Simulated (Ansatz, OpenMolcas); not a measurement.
# How basis sets differ on C2H9NSi (SMILES CN(C)[SiH3])

The species is C2H9NSi (13 atoms), meant as a singlet with charge 0. As SMILES, `CN(C)[SiH3]`. Geometry: relaxed at PBE0-D4/def2-TZVP.

```xyz
13

C    -0.8534    1.0515   -0.5674
N    -0.0643    0.1014    0.1769
C     1.2573    0.5768    0.5037
Si   -0.4044   -1.5804    0.1019
H    -0.4161    1.2925   -1.5485
H    -0.9475    1.9915   -0.0094
H    -1.8607    0.6637   -0.7354
H     1.1974    1.5091    1.0790
H     1.8701    0.7783   -0.3884
H     1.7871   -0.1567    1.1157
H     0.0687   -2.2753   -1.1371
H    -1.8797   -1.7523    0.1670
H     0.2656   -2.2347    1.2567
```

Each level gives the HOMO–LUMO gap (eV). The values are calculated.

```csv
level,kind,program,value (eV),CPU time
HF/ANO-RCC-MB (DKH2),Hartree–Fock,OpenMolcas,17.90,9.5 s
HF/STO-3G,Hartree–Fock,Ansatz,20.50,0.29 s
HF/3-21G,Hartree–Fock,Ansatz,14.06,0.62 s
"HF/ANO-RCC-VDZ (DKH2, RICD fitting)",Hartree–Fock,OpenMolcas,11.66,3 s
HF/6-31G* (spherical functions),Hartree–Fock,OpenMolcas,13.81,16 s
```

The values span 11.66 to 20.50 eV. A Hartree–Fock LUMO above zero doesn't converge with the basis: it sinks as sets grow more diffuse. Orbital gaps aren't excitation energies. CPU times are rough (shared hosts, several kinds of processor and program).
